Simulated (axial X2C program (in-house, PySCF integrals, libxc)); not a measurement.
**Levels of SnBr by electron attachment to SnBr⁺ (EOM-EA-CCSD)**

Computed with an axial X2C code built on PySCF integrals: two-component X2C with atomic mean-field Coulomb and Gaunt terms, Gaussian nuclei, basis Sn dyall-acv3z, Br dyall-acv3z with contracted cores.

R = 2.525 Å (near the PBE0 minimum at charge 0 of the determinant lowest at the starting distance; the state shown can have its own minimum elsewhere).

Hartree–Fock spinors of SnBr⁺ (one of each Kramers pair; a window near the gap, which can cut inner shells):

```
  ω  occupied  ε (eV)                     character
1/2       yes  -21.78   60% Sn s, 30% Br p, 5% Br s
1/2       yes  -16.90   76% Br p, 11% Sn p, 6% Sn s
1/2       yes  -16.41  58% Br p, 25% Sn p, 11% Sn s
3/2       yes  -16.40    85% Br p, 6% Sn p, 5% Sn d
1/2        no   -6.33    82% Sn p, 7% Br d, 6% Br p
3/2        no   -6.05    82% Sn p, 7% Br d, 6% Br p
1/2        no   -3.68  54% Sn p, 18% Sn d, 11% Br p
1/2        no   -2.65    81% Sn s, 7% Sn d, 6% Br s
1/2        no   -1.86             92% Sn p, 5% Br p
3/2        no   -1.83             92% Sn p, 5% Br p
```

Levels of SnBr obtained by attaching an electron to SnBr⁺:

```tsv
Ω	binding energy (eV)	above lowest (cm⁻¹)	attached spinor	one-particle weight
1/2	7.005	0	82% Sn pπ, 7% Br dπ	0.95
3/2	6.729	2228	82% Sn pπ, 7% Br dπ	0.95
1/2	4.453	20586	52% Sn pσ, 18% Sn dσ, 12% Br pσ	0.96
1/2	2.944	32755	81% Sn sσ, 6% Sn dσ	0.98
1/2	2.012	40274	89% Sn pπ, 6% Br pπ	0.99
3/2	1.977	40557	92% Sn pπ	0.99
```

Q: Take the first Ω = 1/2 and Ω = 3/2 rows of π character: how far apart are they, and which lies lower?

A: E(3/2) − E(1/2) = 2228 − 0 = 2228 cm⁻¹ at EOM-EA-CCSD: regular, Ω = 1/2 lower. Splittings at this level can be off by ten to twenty per cent.

This point took 19 s on 1 thread of Intel(R) Xeon(R) Processor @ 2.30GHz, on a shared host.

Reference electrons by ω block (each with its −ω partner): 1/2: 27, 3/2: 12, 5/2: 3. 10 electrons of SnBr⁺ correlated (inner shells frozen), 92 natural virtual spinors (a truncated set); levels can be off by some tenths of an eV. Roots sought by Ω: (1/2: 5, 3/2: 4, 5/2: 2, 7/2: 1); the list ends where they run out and leaves out roots under 60 % one-particle weight. The solver can skip a root, and states that need a further excitation, which the method places far too high, are missing though they may lie low or lowest. T1 of the reference 0.023 (Lee–Taylor). The reference was not checked to be the lowest state of its species. Number of frozen shells: Sn 4 s, 3 p, 2 d; Br 3 s, 2 p, 1 d.
